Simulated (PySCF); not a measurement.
PySCF job for FeCl2, SMILES [Cl][Fe][Cl] (connectivity only; charge and spin as stated), neutral, multiplicity 5, TDA-PBE/def2-SVPD. Geometry optimised at B3LYP-D3(BJ)/def2-TZVP. The multiplicity is an assumed one; other spin states were not compared. The isomer is the one that the SMILES or the coordinates give; other isomers of the formula were not compared.

```python
import numpy as np
from pyscf import gto, scf, dft, tdscf

mol = gto.M(
    atom='''
    Fe    0.00000000    0.00000000    0.00000000
    Cl    0.00000000    0.00000000   -2.14443135
    Cl    0.00000000    0.00000000    2.14443135
    ''',
    basis='def2-SVPD',
    charge=0,
    spin=4,
    max_memory=1600,
    verbose=4,
)
mf = dft.UKS(mol, xc='pbe').density_fit(auxbasis='def2-universal-jkfit')
mf.grids.level = 3
mf.conv_tol = 1e-9
mf.max_cycle = 100
mf.kernel()
fine, coarse = mf.grids, dft.Grids(mol).set(level=1).build(with_non0tab=True)
for _ in range(3):  # follow internal instabilities
    mf.grids = coarse
    mo, _, stable, _ = mf.stability(return_status=True, nroots=4)
    mf.grids = fine
    if stable:
        break
    mf.kernel(mf.make_rdm1(mo, mf.mo_occ))
mf.grids = dft.Grids(mol).set(level=1).build(with_non0tab=True)  # coarser grid for the response kernel
td = tdscf.TDA(mf)
td.nstates = 10
td.conv_tol = 1e-4
td.positive_eig_threshold = 1e-6
td.kernel(x0=td.get_init_guess(mf, 15))
td.analyze()
```

It prints:

```
PySCF version 2.14.0

[INPUT] verbose = 4
[INPUT] num. atoms = 3
[INPUT] num. electrons = 60
[INPUT] charge = 0
[INPUT] spin (= nelec alpha-beta = 2S) = 4
[INPUT] symmetry False subgroup None
[INPUT] Mole.unit = angstrom
[INPUT] Symbol           X                Y                Z      unit          X                Y                Z       unit  Magmom
[INPUT]  1 Fe     0.000000000000   0.000000000000   0.000000000000 AA    0.000000000000   0.000000000000   0.000000000000 Bohr   0.0
[INPUT]  2 Cl     0.000000000000   0.000000000000  -2.144431350000 AA    0.000000000000   0.000000000000  -4.052387944431 Bohr   0.0
[INPUT]  3 Cl     0.000000000000   0.000000000000   2.144431350000 AA    0.000000000000   0.000000000000   4.052387944431 Bohr   0.0

nuclear repulsion = 253.800972193034
number of shells = 34
number of NR pGTOs = 166
number of NR cGTOs = 88
basis = def2-SVPD
ecp = {}


[settings echo left out]
init E= -2182.24538267039
  alpha nocc = 32  HOMO = 0.0533243924840354  LUMO = 0.0828544931179305
  beta  nocc = 28  HOMO = -0.0249452603479297  LUMO = 0.00913003158650127

WARN: HOMO 0.0533243924840354 >= LUMO 0.00913003158650127

cycle= 1 E= -2168.46281912809  delta_E= 13.8  |g|= 3.28  |ddm|=   18
  alpha nocc = 32  HOMO = -1.26127091616575  LUMO = -1.25919269576113

WARN: beta  nocc = 28  HOMO -1.36671712599295 >= LUMO -1.36671712599294


WARN: HOMO -1.26127091616575 >= LUMO -1.36671712599294

cycle= 2 E= -2144.18233216189  delta_E= 24.3  |g|= 5.01  |ddm|= 19.9
  alpha nocc = 32  HOMO = -0.811969329836594  LUMO = -0.438610926193673
  beta  nocc = 28  HOMO = -0.863401103522591  LUMO = -0.810889921892576
  HOMO = -0.811969329837  LUMO = -0.810889921893  gap/eV = 0.02937
cycle= 3 E= -2174.94475166604  delta_E= -30.8  |g|=  3.7  |ddm|= 11.9
  alpha nocc = 32  HOMO = -0.586279878254923  LUMO = -0.325922841709216
  beta  nocc = 28  HOMO = -0.605307702764004  LUMO = -0.558195875928013
  HOMO = -0.586279878255  LUMO = -0.558195875928  gap/eV = 0.76420
[...]
level_shift factor = 0
DIIS = <class 'pyscf.scf.diis.CDIIS'>
diis_start_cycle = 1
diis_space = 8
diis_damp = 0
SCF conv_tol = 1e-09
SCF conv_tol_grad = None
SCF max_cycles = 100
direct_scf = False
number electrons alpha = 32  beta = 28
XC library pyscf.dft.libxc version 7.1.2
    S. Lehtola, C. Steigemann, M. J. T. Oliveira, and M. A. L. Marques,  SoftwareX 7, 1–5 (2018)
XC functionals = pbe
    J. P. Perdew, K. Burke, and M. Ernzerhof,  Phys. Rev. Lett. 77, 3865 (1996)
    J. P. Perdew, K. Burke, and M. Ernzerhof,  Phys. Rev. Lett. 78, 1396 (1997)
    J. P. Perdew, K. Burke, and M. Ernzerhof,  Phys. Rev. Lett. 77, 3865 (1996)
    J. P. Perdew, K. Burke, and M. Ernzerhof,  Phys. Rev. Lett. 78, 1396 (1997)
radial grids:
    Treutler-Ahlrichs [JCP 102, 346 (1995); DOI:10.1063/1.469408] (M4) radial grids

becke partition: Becke, JCP 88, 2547 (1988); DOI:10.1063/1.454033
pruning grids: <function nwchem_prune>
grids dens level: 3
symmetrized grids: False
atomic radii adjust function: <function treutler_atomic_radii_adjust>
small_rho_cutoff = 0
Set gradient conv threshold to 3.16228e-05
init E= -2183.17103122099
  alpha nocc = 32  HOMO = -0.266427854462259  LUMO = -0.0399073417650371
  beta  nocc = 28  HOMO = -0.206999143782241  LUMO = -0.195244053545247
  HOMO = -0.206999143782  LUMO = -0.195244053545  gap/eV = 0.31987
cycle= 1 E= -2183.17220100188  delta_E= -0.00117  |g|= 0.0013  |ddm|= 0.0419
  alpha nocc = 32  HOMO = -0.266594051893995  LUMO = -0.0399830661093352
  beta  nocc = 28  HOMO = -0.206756524399907  LUMO = -0.195316770224692
  HOMO = -0.2067565244  LUMO = -0.195316770225  gap/eV = 0.31129
cycle= 2 E= -2183.17220267078  delta_E= -1.67e-06  |g|= 0.000813  |ddm|= 0.00391
  alpha nocc = 32  HOMO = -0.266525603397783  LUMO = -0.0399858909885262
  beta  nocc = 28  HOMO = -0.206920922108464  LUMO = -0.195441858873427
  HOMO = -0.206920922108  LUMO = -0.195441858873  gap/eV = 0.31236
cycle= 3 E= -2183.17220252881  delta_E= 1.42e-07  |g|= 0.00164  |ddm|= 0.00338
  alpha nocc = 32  HOMO = -0.26645181159874  LUMO = -0.0399229463302646
  beta  nocc = 28  HOMO = -0.206649800888253  LUMO = -0.195237624525078
  HOMO = -0.206649800888  LUMO = -0.195237624525  gap/eV = 0.31054
cycle= 4 E= -2183.17220421648  delta_E= -1.69e-06  |g|= 0.000591  |ddm|= 0.0022
  alpha nocc = 32  HOMO = -0.266516286417566  LUMO = -0.0399550138288971
  beta  nocc = 28  HOMO = -0.2067371488981  LUMO = -0.195303206616664
  HOMO = -0.206737148898  LUMO = -0.195303206617  gap/eV = 0.31113
cycle= 5 E= -2183.17220514948  delta_E= -9.33e-07  |g|= 0.00033  |ddm|= 0.00267
  alpha nocc = 32  HOMO = -0.266518042816866  LUMO = -0.0399563308124682
  beta  nocc = 28  HOMO = -0.206740539042491  LUMO = -0.19530522122526
  HOMO = -0.206740539042  LUMO = -0.195305221225  gap/eV = 0.31117
cycle= 6 E= -2183.17220566189  delta_E= -5.12e-07  |g|= 0.000322  |ddm|= 0.00161
  alpha nocc = 32  HOMO = -0.266518005137601  LUMO = -0.0399564260137719
  beta  nocc = 28  HOMO = -0.206741498297102  LUMO = -0.195305514721617
  HOMO = -0.206741498297  LUMO = -0.195305514722  gap/eV = 0.31119
cycle= 7 E= -2183.17220588066  delta_E= -2.19e-07  |g|= 0.000322  |ddm|= 0.000692
  alpha nocc = 32  HOMO = -0.266517984467705  LUMO = -0.039956382090188
  beta  nocc = 28  HOMO = -0.206742027571087  LUMO = -0.195305429729373
  HOMO = -0.206742027571  LUMO = -0.195305429729  gap/eV = 0.31121
cycle= 8 E= -2183.17220609227  delta_E= -2.12e-07  |g|= 0.000322  |ddm|= 0.00067
  alpha nocc = 32  HOMO = -0.266515543429308  LUMO = -0.0399549954431766
  beta  nocc = 28  HOMO = -0.208048601101829  LUMO = -0.195300437988645
  HOMO = -0.208048601102  LUMO = -0.195300437989  gap/eV = 0.34690
cycle= 9 E= -2183.17224262938  delta_E= -3.65e-05  |g|= 0.00186  |ddm|= 0.163
  alpha nocc = 32  HOMO = -0.266517079726063  LUMO = -0.0399558304874352
  beta  nocc = 28  HOMO = -0.207502798439123  LUMO = -0.195304747664832
  HOMO = -0.207502798439  LUMO = -0.195304747665  gap/eV = 0.33193
cycle= 10 E= -2183.1722389181  delta_E= 3.71e-06  |g|= 0.00104  |ddm|= 0.035
  alpha nocc = 32  HOMO = -0.266517570688462  LUMO = -0.0399573257657453
  beta  nocc = 28  HOMO = -0.207574226972814  LUMO = -0.19530754427356
  HOMO = -0.207574226973  LUMO = -0.195307544274  gap/eV = 0.33379
cycle= 11 E= -2183.17223523283  delta_E= 3.69e-06  |g|= 0.00118  |ddm|= 0.0202
  alpha nocc = 32  HOMO = -0.266518394026716  LUMO = -0.0399529047477962
  beta  nocc = 28  HOMO = -0.205591802712815  LUMO = -0.195310361193695
  HOMO = -0.205591802713  LUMO = -0.195310361194  gap/eV = 0.27977
cycle= 12 E= -2183.17222751917  delta_E= 7.71e-06  |g|= 0.00196  |ddm|= 0.0316
  alpha nocc = 32  HOMO = -0.266510235576195  LUMO = -0.0399477707201976
  beta  nocc = 28  HOMO = -0.206444222520766  LUMO = -0.195296330615515
  HOMO = -0.206444222521  LUMO = -0.195296330616  gap/eV = 0.30335
cycle= 13 E= -2183.17224224389  delta_E= -1.47e-05  |g|= 0.000668  |ddm|= 0.0751
  alpha nocc = 32  HOMO = -0.266518200329558  LUMO = -0.0399510628965016
  beta  nocc = 28  HOMO = -0.208181277757134  LUMO = -0.195304090819779
  HOMO = -0.208181277757  LUMO = -0.19530409082  gap/eV = 0.35041
cycle= 14 E= -2183.17224247196  delta_E= -2.28e-07  |g|= 0.00206  |ddm|= 0.0904
  alpha nocc = 32  HOMO = -0.266517485408793  LUMO = -0.0399515609290022
  beta  nocc = 28  HOMO = -0.208174838257319  LUMO = -0.195304684105394
  HOMO = -0.208174838257  LUMO = -0.195304684105  gap/eV = 0.35021
cycle= 15 E= -2183.17224215993  delta_E= 3.12e-07  |g|= 0.00205  |ddm|= 0.00367
  alpha nocc = 32  HOMO = -0.266517648396853  LUMO = -0.0399516550890473
  beta  nocc = 28  HOMO = -0.208066549689744  LUMO = -0.195304701619026
  HOMO = -0.20806654969  LUMO = -0.195304701619  gap/eV = 0.34727
cycle= 16 E= -2183.17224262766  delta_E= -4.68e-07  |g|= 0.00188  |ddm|= 0.00337
  alpha nocc = 32  HOMO = -0.266518002346345  LUMO = -0.0399537101864933
  beta  nocc = 28  HOMO = -0.20684254976141  LUMO = -0.19531492315171
  HOMO = -0.206842549761  LUMO = -0.195314923152  gap/eV = 0.31368
cycle= 17 E= -2183.17224517813  delta_E= -2.55e-06  |g|= 7.77e-05  |ddm|= 0.0451
  alpha nocc = 32  HOMO = -0.266517470700447  LUMO = -0.0399518122670353
  beta  nocc = 28  HOMO = -0.206898488483677  LUMO = -0.195310626140854
  HOMO = -0.206898488484  LUMO = -0.195310626141  gap/eV = 0.31532
cycle= 18 E= -2183.17224521217  delta_E= -3.4e-08  |g|= 3.26e-05  |ddm|= 0.00578
  alpha nocc = 32  HOMO = -0.266516605188097  LUMO = -0.0399515267056954
  beta  nocc = 28  HOMO = -0.206882602635378  LUMO = -0.195310612667049
  HOMO = -0.206882602635  LUMO = -0.195310612667  gap/eV = 0.31489
cycle= 19 E= -2183.17224521256  delta_E= -3.98e-10  |g|= 7.04e-06  |ddm|= 0.000286
  alpha nocc = 32  HOMO = -0.266516468321054  LUMO = -0.0399513119508512
  beta  nocc = 28  HOMO = -0.206877200598963  LUMO = -0.195309682968698
  HOMO = -0.206877200599  LUMO = -0.195309682969  gap/eV = 0.31477
Extra cycle  E= -2183.17224521254  delta_E= 2.55e-11  |g|= 9.84e-06  |ddm|= 1.1e-05
converged SCF energy = -2183.17224521254  <S^2> = 6.0071326  2S+1 = 5.0028522
uhf_internal: lowest eigs of H = [0.00294955 0.01636802 0.03343989 0.03344285]
<class 'pyscf.df.df_jk.DFUKS'> wavefunction is stable in the internal stability analysis
tot grids = 20088
Overwritten attributes  positive_eig_threshold  of <class 'pyscf.tdscf.uks.TDA'>


******** <class 'pyscf.tdscf.uks.TDA'> for <class 'pyscf.df.df_jk.DFUKS'> ********
nstates = 10
deg_eia_thresh = 1.000e-03
wfnsym = None
conv_tol = 0.0001
eigh lindep = 1e-12
eigh level_shift = 0
eigh max_cycle = 100


Excitation energies (eV)
[0.30824528 0.65842327 0.65842487 0.70507824 2.76209001 2.76209007
 3.02707742 3.02707761 3.21421281 3.21532512]

** Excitation energies and oscillator strengths **
Excited State   1:      0.30825 eV   4022.26 nm  f=0.0000
      28b ->   29b      0.99699
Excited State   2:      0.65842 eV   1883.05 nm  f=0.0000
      28b ->   30b     -0.99796
Excited State   3:      0.65842 eV   1883.04 nm  f=0.0000
      28b ->   31b     -0.99796
Excited State   4:      0.70508 eV   1758.45 nm  f=0.0000
      28b ->   32b     -0.99987
Excited State   5:      2.76209 eV    448.88 nm  f=0.0042
      26b ->   29b     -0.18251
      27b ->   29b      0.98228
Excited State   6:      2.76209 eV    448.88 nm  f=0.0042
      26b ->   29b     -0.98228
      27b ->   29b     -0.18251
Excited State   7:      3.02708 eV    409.58 nm  f=0.0000
      25b ->   29b      0.99859
Excited State   8:      3.02708 eV    409.58 nm  f=0.0000
      24b ->   29b      0.99859
Excited State   9:      3.21421 eV    385.74 nm  f=0.0000
      26b ->   30b      0.67678
      26b ->   31b     -0.20342
      27b ->   30b      0.20344
      27b ->   31b      0.67674
Excited State  10:      3.21533 eV    385.60 nm  f=0.0000
      26b ->   30b      0.20345
      26b ->   31b      0.67683
      27b ->   30b     -0.67683
      27b ->   31b      0.20345

** Transition electric dipole moments (AU) **
state          X           Y           Z        Dip. S.      Osc.
  1         0.0000      0.0000     -0.0000      0.0000      0.0000
  2        -0.0000      0.0000     -0.0000      0.0000      0.0000
  3        -0.0000     -0.0000      0.0000      0.0000      0.0000
  4        -0.0000      0.0000     -0.0000      0.0000      0.0000
  5         0.1130     -0.2232     -0.0000      0.0626      0.0042
  6         0.2232      0.1130     -0.0000      0.0626      0.0042
  7        -0.0000     -0.0000     -0.0000      0.0000      0.0000
  8         0.0000     -0.0000     -0.0000      0.0000      0.0000
  9         0.0000      0.0000     -0.0000      0.0000      0.0000
 10         0.0000     -0.0000      0.0000      0.0000      0.0000

** Transition velocity dipole moments (imaginary part, AU) **
state          X           Y           Z        Dip. S.      Osc.
  1         0.0000     -0.0000      0.0000      0.0000      0.0000
  2        -0.0000      0.0000      0.0000      0.0000      0.0000
  3        -0.0000     -0.0000     -0.0000      0.0000      0.0000
  4        -0.0000      0.0000     -0.0000      0.0000      0.0000
  5        -0.0110      0.0217      0.0000      0.0006      0.0039
  6        -0.0217     -0.0110      0.0000      0.0006      0.0039
  7         0.0000      0.0000      0.0000      0.0000      0.0000
  8        -0.0000      0.0000      0.0000      0.0000      0.0000
  9        -0.0000     -0.0000     -0.0000      0.0000      0.0000
 10         0.0000      0.0000      0.0000      0.0000      0.0000

** Transition magnetic dipole moments (imaginary part, AU) **
state          X           Y           Z
  1        -0.0000      0.0000     -0.0000
  2        -0.7506     -0.5011     -0.0000
  3         0.5011     -0.7506      0.0001
  4         0.0001     -0.0000     -2.0005
  5         0.0000      0.0000     -0.0000
  6        -0.0000      0.0000     -0.0000
  7        -0.5161      0.7008      0.0000
  8        -0.7008     -0.5161      0.0000
  9         0.0000      0.0000     -0.0000
 10         0.0000     -0.0000     -0.0000
```

The run converged.
